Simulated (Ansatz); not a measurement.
C2H6O3Si, singlet, at a GFN2-xTB geometry; MP2/6-31G** run with Ansatz (an electronic-structure program).

Ansatz was given this input:
Ansatz 0.2 input:
```yaml
crystal:
  periodic: [false, false, false]
  atoms:
    - {symbol: C, position_ang: [2.27988646, -0.70053086, 0.67378697]}
    - {symbol: C, position_ang: [1.48693580, -0.28357584, -0.30033942]}
    - {symbol: Si, position_ang: [-0.35144930, 0.10754509, -0.11120726]}
    - {symbol: O, position_ang: [-0.90678823, -0.36799239, 1.34239473]}
    - {symbol: O, position_ang: [-0.62968222, 1.70620126, -0.25481448]}
    - {symbol: O, position_ang: [-1.21238293, -0.64496235, -1.27000618]}
    - {symbol: H, position_ang: [1.90871566, -0.85166281, 1.67492045]}
    - {symbol: H, position_ang: [3.32863481, -0.90945396, 0.52451449]}
    - {symbol: H, position_ang: [1.92369339, -0.15009914, -1.28325222]}
    - {symbol: H, position_ang: [-1.08216564, -1.29293467, 1.48425604]}
    - {symbol: H, position_ang: [-0.44754165, 2.27321444, 0.48812962]}
    - {symbol: H, position_ang: [-1.32115282, -0.21602685, -2.11294457]}
basis:
  gaussian:
    orbitals: 6-31G__.json
magnetization: {spin_polarized: false}
correlation: {method: mp2}
```
The basis file holds 6-31G** in the JSON format of the Basis Set Exchange.

Q: What does Ansatz print? Leave out banner, timings and long lists.

A: 
```
Functional definition: HF
1145 factors; integrals over basis functions are off by at most 1.2e-3 eV
mean field evaluation 1: about -16128.0521 eV, gradient 5.2e1 eV
mean field evaluation 2: about -16128.1157 eV, gradient 5.2e1 eV
mean field evaluation 4: about -16133.1770 eV, gradient 3.6e0 eV
mean field evaluation 8: about -16133.2169 eV, gradient 1.9e-1 eV
mean field -16133.21706713 eV, -592.8847917298 hartree, gradient 1.0e-6 eV, S^2 0.000000; 0 other end points of the search recorded, 0 dependent functions left out
10 core orbitals not correlated
reference -16133.21706713 eV, -592.8847917298 hartree; 18, 18 occupied and 96, 96 virtual orbitals, 1145 factors
second order -24.46072474 eV of doubles, -0.00000000 eV of singles
Total energy: -16157.67779187 eV, -593.7837067838 hartree
```
